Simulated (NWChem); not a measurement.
The numbers come from NWChem runs, not from measurements. System: H3FZr, charge 0, spin multiplicity 1, at a geometry optimised with PBE/def2-SVP with def2 effective core potentials on Zr. The structure started from a generated list of species.

Input file:

```
start mol
memory heap 200 mb stack 700 mb global 1700 mb
geometry units angstroms nocenter noautoz
  Zr     0.287423    -0.058330     0.000000
  F     -1.559676     0.316550     0.000000
  H      1.022642     0.694711     1.531786
  H      1.022642     0.694711    -1.531786
  H      0.494875    -1.905192     0.000000
  symmetry group Cs
end
basis spherical
  * library def2-qzvp
end
ecp
  Zr library def2-ecp
end
basis "ri basis" bse spherical
  * library def2-qzvp-rifit
end
dft
  xc xpbe96 cpbe96
  iterations 100
  direct
  tolerances tight
end
task dft energy
gw
  method cdgw
  states alpha occ 4 vir 2
end
task dft gw
```

The output up to the point where the run's verdict is printed (cleaned and shortened):

```
             Northwest Computational Chemistry Package (NWChem) 7.3.0
             --------------------------------------------------------

                                NWChem Input Module
                                -------------------

 Scaling coordinates for geometry "geometry" by  1.889725989
 (inverse scale =  0.529177249)

 Turning off AUTOSYM since
 SYMMETRY directive was detected!

                             Geometry "geometry" -> ""
                             -------------------------

 Output coordinates in angstroms (scale by  1.889725989 to convert to a.u.)

  No.       Tag          Charge          X              Y              Z
 ---- ---------------- ---------- -------------- -------------- --------------
    1 Zr                  40.0000     0.28742300    -0.05833000     0.00000000
    2 F                    9.0000    -1.55967600     0.31655000     0.00000000
    3 H                    1.0000     1.02264200     0.69471100     1.53178600
    4 H                    1.0000     1.02264200     0.69471100    -1.53178600
    5 H                    1.0000     0.49487500    -1.90519200     0.00000000

 Effective nuclear repulsion energy (a.u.)     140.4839846195

            Nuclear Dipole moment (a.u.)
            ----------------------------
        X                 Y               Z
 ---------------- ---------------- ----------------
    -0.0000094486    -0.0000377945     0.0000000000

      Symmetry information
      --------------------

 Group name             Cs
 Group number              2
 Group order               2
 No. of unique centers     4

      Symmetry unique atoms

     1    2    3    5


 Summary of "ao basis" -> "" (spherical)
 ------------------------------------------------------------------------------
       Tag                 Description            Shells   Functions and Types
 ---------------- ------------------------------  ------  ---------------------
 *                         def2-qzvp                  on all atoms

 Summary of "ri basis" -> "" (spherical)
 ------------------------------------------------------------------------------
[...]
    13     -0.150533  1 Zr pz                29      0.144015  1 Zr d -1
   131      0.144330  3 H  s                161     -0.144330  4 H  s
    31     -0.126291  1 Zr d  1              10     -0.100683  1 Zr pz

 Vector   13  Occ=0.000000D+00  E=-1.219028D-01  Symmetry=a"
              MO Center=  4.1D-01, -2.5D-01,  2.2D-09, r^2= 2.1D+00
   Bfn.  Coefficient  Atom+Function         Bfn.  Coefficient  Atom+Function
  ----- ------------  ---------------      ----- ------------  ---------------
    24      0.386621  1 Zr d -1              29      0.293601  1 Zr d -1
    26      0.244741  1 Zr d  1              34      0.220902  1 Zr d -1
    31      0.185828  1 Zr d  1              36      0.151431  1 Zr d  1
    19     -0.144366  1 Zr pz                39      0.090769  1 Zr d -1
    91     -0.075366  2 F  pz                13      0.074494  1 Zr pz

 Vector   14  Occ=0.000000D+00  E=-1.218992D-01  Symmetry=a'
              MO Center=  4.7D-01,  6.7D-02, -2.2D-09, r^2= 2.1D+00
   Bfn.  Coefficient  Atom+Function         Bfn.  Coefficient  Atom+Function
  ----- ------------  ---------------      ----- ------------  ---------------
    23      0.356104  1 Zr d -2              25     -0.285921  1 Zr d  0
    28      0.270402  1 Zr d -2              30     -0.217135  1 Zr d  0
    33      0.213480  1 Zr d -2              35     -0.161367  1 Zr d  0
    18      0.141503  1 Zr py                38      0.081902  1 Zr d -2
    90      0.073874  2 F  py                12     -0.073012  1 Zr py

 Vector   15  Occ=0.000000D+00  E=-7.974441D-02  Symmetry=a'
              MO Center=  1.1D+00, -2.2D-01, -5.8D-14, r^2= 3.4D+00
   Bfn.  Coefficient  Atom+Function         Bfn.  Coefficient  Atom+Function
  ----- ------------  ---------------      ----- ------------  ---------------
    17      0.397698  1 Zr px                27      0.275814  1 Zr d  2
    32      0.210421  1 Zr d  2              11     -0.203470  1 Zr px
     7      0.200595  1 Zr s                  6     -0.184364  1 Zr s
    25     -0.172960  1 Zr d  0              37      0.169416  1 Zr d  2
    30     -0.131951  1 Zr d  0               8     -0.121315  1 Zr px

 center of mass
 --------------
 x =  -0.02077958 y =   0.00422125 z =   0.00000000

 moments of inertia (a.u.)
 ------------------
          41.315290322292          37.148153892952           0.000000000000
          37.148153892952         216.810659837679           0.000000000000
           0.000000000000           0.000000000000         224.347557343464

     Multipole analysis of the density
     ---------------------------------

     L   x y z        total         alpha         beta         nuclear
     -   - - -        -----         -----         ----         -------
     0   0 0 0      0.000000    -12.000000    -12.000000     24.000000

     1   1 0 0      0.209795      7.709012      7.709012    -15.208229
     1   0 1 0     -0.042466     -1.564402     -1.564402      3.086338
     1   0 0 1      0.000000      0.000000      0.000000      0.000000

     2   2 0 0    -24.520561    -57.293439    -57.293439     90.066318
     2   1 1 0     -0.134422      7.372341      7.372341    -14.879104
     2   1 0 1     -0.000000     -0.000000     -0.000000      0.000000
     2   0 2 0    -25.155385    -22.465375    -22.465375     19.775365
     2   0 1 1      0.000000      0.000000      0.000000      0.000000
     2   0 0 2    -25.183698    -20.970881    -20.970881     16.758065

 Task  times  cpu:      142.5s     wall:      142.5s

                                NWChem Input Module
                                -------------------

                                 NWChem GW Module
                                 ----------------

                             ***********************
                             ***        GW       ***
                             ***********************

  bas_tag_lib: failed to locate basis zr_def2-qzvp-rifit in file libraries.bse/
```

The run crashed. NWChem stopped with the message: bas_tag_lib: no such basis available.
